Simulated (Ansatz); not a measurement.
Wavefunction ladder for C₂H₃B₂Cl

Z-matrix (Å, degrees):
```
C
C 1 1.416
Cl 1 1.775 2 119.4
B 1 1.594 2 60.9 3 107.3
H 1 1.084 2 121.0 3 -142.0
B 2 1.372 1 137.5 3 -104.4
H 4 1.179 1 134.7 2 178.9
H 6 1.173 2 163.0 1 -176.9
```

Charge 0, multiplicity 1. The bonds changed during the relaxation, so this is another structure than the one it started from. All single points use the PBE0-D4/def2-TZVP geometry. Frozen core, restricted reference, Ansatz 0.2.0. CBS rows extrapolate triple and quadruple zeta; past MP2 they add the triple-zeta difference.

```
     basis     HF (Eh)  MP2 corr.  CCSD corr.    (T)  CCSD(T) total
  def2-SVP           ?   -0.56611    -0.60181      ?              ?
def2-TZVPP  -586.31247   -0.70538    -0.73744      ?              ?
def2-QZVPP           ?   -0.75703           –      –              –
 CBS(def2)  -586.33324   -0.79529    -0.82735  as TZ     -587.19956
```

(1) Fill in the withheld values. (An estimate is asked.)

Results:

(1) Ansatz gave: def2-SVP HF (Eh): -586.01378; def2-SVP (T): -0.02488; def2-SVP CCSD(T) total: -586.64047; def2-TZVPP (T): -0.03897; def2-TZVPP CCSD(T) total: -587.08888; def2-QZVPP HF (Eh): -586.33072.
